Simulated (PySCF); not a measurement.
# Mass spectrum arithmetic for `COC(=O)c1ccoc1`

Species: `c1occc1C(OC)=O`.

Calculated from isotope tables alone.

Problem. What are the average molar mass and the monoisotopic mass?

Solution. For C6H6O3, with standard atomic weights, 6 × 12.011 + 3 × 15.999 + 6 × 1.008 = 126.111 g/mol. From the most abundant isotopes (12C, 16O, 1H), 6 × 12.000000 + 3 × 15.994915 + 6 × 1.007825 = 126.0317 u.

Problem. Work out the cluster of the molecular ion M+•, one line a nominal mass.

Solution. 
```tsv
nominal mass	m/z (centroid)	relative intensity
126	126.0311	100.0
127	127.0345	6.7
128	128.0360	0.8
```

Cut off at 0.1 %. One electron mass, 0.00055 u, is taken off.

Problem. Which m/z would the protonated, sodiated and deprotonated molecule have?

Solution. [M+H]+ 127.0390, [M+Na]+ 149.0209, [M−H]− 125.0244, for the monoisotopic species (arithmetic only; whether such ions form is another matter).

Problem. Elemental analysis, calculated?

Solution. C 57.14 %, O 38.06 %, H 4.80 %.

Problem. How much CO2 and H2O would complete combustion of 20.00 mg give?

Solution. 158.59 μmol of compound give 41.88 mg CO2 and 8.57 mg H2O.

Problem. What resolving power m/Δm just matches the spacing of the species with one 13C and with one 17O?

Solution. They lie 0.00086 u apart at mass 127.04, so m/Δm is about 150000.
